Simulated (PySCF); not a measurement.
SiOBr2, SMILES O=[Si](Br)Br.

Coordinates come from a B3LYP-D3(BJ)/def2-SVP optimisation.

The numbers are results of ωB97X/def2-TZVPD (PySCF), not measurements.

Symmetry labels are those of the subgroup C2v that the program uses (full group C2v).

Computed valence orbital energies around the gap with their symmetry:
| orbital | symmetry | energy (eV) |
|---|---|---|
| HOMO−7 | B2 | -14.33 |
| HOMO−6 | A1 | -13.45 |
| HOMO−5 | B1 | -13.23 |
| HOMO−4 | A1 | -12.33 |
| HOMO−3 | A2 | -12.08 |
| HOMO−2 | B2 | -11.88 |
| HOMO−1 | B1 | -11.55 |
| HOMO | B2 | -11.11 |
| LUMO | A1 | -0.46 |
| LUMO+1 | B1 | 0.05 |
| LUMO+2 | A1 | 1.44 |
| LUMO+3 | B2 | 1.47 |
